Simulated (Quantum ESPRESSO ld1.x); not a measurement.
The numbers below are computed, except where a source is named.
Q: The table gives one normalised radial function P(r) = r R(r) (large component) of Gd2+ in [Kr] 4d10 4f7 5s2 5p5.75 5d1.25 (r in bohr). Level of theory: Dirac Kohn-Sham, BLYP, spin-unpolarised, spherical densities, point nucleus; open shells fill j = l - 1/2 first (ld1.x of Quantum ESPRESSO 7.5).

r	P
0.002935	0.0047
0.003947	0.0082
0.005306	0.0139
0.007077	0.0229
0.009515	0.0376
0.01279	0.0600
0.01706	0.0911
0.02294	0.1325
0.03084	0.1784
0.04114	0.2131
0.05531	0.2114
0.07436	0.1380
0.09997	-0.0213
0.1333	-0.2125
0.1793	-0.3151
0.241	-0.1779
0.3215	0.1673
0.4322	0.4564
0.5811	0.3374
0.775	-0.1729
1.042	-0.7236
1.401	-0.9218
1.883	-0.7242
2.512	-0.3892
3.377	-0.1343
4.541	-0.0271
6.056	-0.0029
8.143	-0.0001

Which n and l does it have? It may be an empty orbital.

A: n = 5, l = 1: the number of nodes gives n - l - 1 = 3, the rise at small r points to l (this Dirac orbital starts as r^gamma with gamma = sqrt((l + 1)^2 - (Z/c)^2) = 1.94; the j = 3/2 orbital of l + 1 starts with the same power, but with a smaller coefficient, and then steepens), and the extent must fit the shell. The curve is that of 5p3/2; the two j differ most near the nucleus, where j = l - 1/2 has the larger amplitude, and in heavy atoms j = l - 1/2 is also the more compact. 5p3/2: eigenvalue -39.876 eV, 3 radial nodes at r = 0.0967, 0.283, 0.712 bohr, <r> = 1.58 bohr, 90 % of the charge inside 2.31 bohr.
